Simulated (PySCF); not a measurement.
Compound: BBiH₇P.
Bonds: P1–B2, B2–Bi3. Hydrogens: H4, H5 on P1; H6, H7 on B2; H8, H9, H10 on Bi3.

Computed with PBE0-D3(BJ)/def2-SVP geometry optimisation, gas phase, def2 core potentials past Kr (PySCF).

Task: How far are the bound atoms from Bi3?

Result: 4 atoms: H8 1.782 Å, H9 1.782 Å, H10 1.795 Å, B2 2.558 Å. The nearest atom not counted as bound is H6, at 2.96 Å.

Task: List the angles at Bi3.

Result: 
```
     angle  degrees  distance of the outer atoms (Å)
B2–Bi3–H10    136.9                             4.06
 B2–Bi3–H8    114.0                             3.66
 B2–Bi3–H9    113.6                             3.66
H9–Bi3–H10     94.7                             2.63
H8–Bi3–H10     94.7                             2.63
 H8–Bi3–H9     94.0                             2.61
```

Task: Describe the arrangement about Bi3 in numbers.

Result: Angles from 94.0° to 136.9°; τ4 = (360° − α − β)/141° = 0.77 with α and β the two widest (0 for a square, 1 for a tetrahedron). The Bi–H distances aren't all alike: 1.782 to 1.795 Å.

Task: What are the other bond lengths?

Result: P1–B2 1.917 Å; P1–H4, P1–H5 1.426 Å; B2–H6, B2–H7 1.211 Å.

Task: Give some angles away from the centre.

Result: P1–B2–Bi3 105.2°.

Task: What are the rotational constants (commonest isotopes, rigid rotor)?

Result: A = 13798, B = 1230, C = 1171 MHz: a near-prolate asymmetric top.

Point group: near Cs, missed by 0.29 Å at most; the miss may be what the optimiser left on a soft mode. Charge 0, singlet. No frequency check.

Shape of the structure used: `[PH2:1][BH2-:2][BiH3+:3]`: H–P1–B2–Bi3 50°, H–P1–B2–Bi3 -50°.

One conformer stands for the species.
